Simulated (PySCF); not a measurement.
SMILES c1cc(ccc1O)C=C, singlet, GFN2-xTB optimised geometry.

```
17

C     -1.01    -2.97    -0.06
C     -1.46    -1.72     0.00
C     -0.66    -0.50     0.00
C     -1.31     0.73     0.00
C     -0.60     1.92     0.00
C      0.79     1.90     0.00
O      1.53     3.04     0.00
C      1.45     0.67     0.00
C      0.74    -0.50     0.00
H      0.04    -3.21    -0.10
H     -1.69    -3.81    -0.06
H     -2.53    -1.55     0.04
H     -2.39     0.76     0.00
H     -1.13     2.86     0.00
H      0.95     3.81     0.00
H      2.53     0.67     0.00
H      1.27    -1.44     0.00
```

Density from PBE/def2-SVP (PySCF) at that geometry.

Minimum of the electron density along straight lines between bonded atoms, close to the bond critical point (lines longer than 1.1 times the sum of covalent radii, or with two minima, are not listed):

```
bond    length / Å  ρ at the minimum / e bohr⁻³  ∇²ρ there / e bohr⁻⁵  position (fraction from the first atom)
------  ----------  ---------------------------  --------------------  ---------------------------------------
C1–C2        1.328                        0.339                 -0.88                                     0.50
C2–C3        1.457                        0.272                 -0.63                                     0.50
C3–C4        1.395                        0.304                 -0.74                                     0.50
C4–C5        1.380                        0.309                 -0.76                                     0.50
C5–C6        1.390                        0.309                 -0.76                                     0.49
C6–O7        1.360                        0.286                 -0.32                                     0.34
C6–C8        1.393                        0.308                 -0.77                                     0.52
C3–C9        1.397                        0.302                 -0.73                                     0.50
C8–C9        1.377                        0.311                 -0.76                                     0.50
C1–H10       1.076                        0.280                 -1.05                                     0.63
C1–H11       1.077                        0.280                 -1.05                                     0.63
C2–H12       1.084                        0.279                 -1.03                                     0.63
C4–H13       1.081                        0.280                 -1.04                                     0.63
C5–H14       1.083                        0.276                 -1.00                                     0.62
O7–H15       0.965                        0.356                 -2.21                                     0.81
C8–H16       1.079                        0.281                 -1.05                                     0.63
C9–H17       1.078                        0.282                 -1.06                                     0.63
```
